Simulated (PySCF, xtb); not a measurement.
ITl, SMILES [I][Tl] (connectivity only; charge and spin as stated), charge +1, multiplicity 2.

Harmonic wavenumbers (cm⁻¹) from GFN2-xTB (xtb 6.7.1) at its own minimum, in rising order: 64.

**Question.** What does PBE0-D3(BJ)/def2-TZVP (PySCF) give at its own minimum? (Estimate from the structure and the level; the computed values follow.)

**Answer.** 70. Paired by order, the mean absolute difference is 5 cm⁻¹ and the zero-point energies are 0.1 and 0.1 kcal/mol.
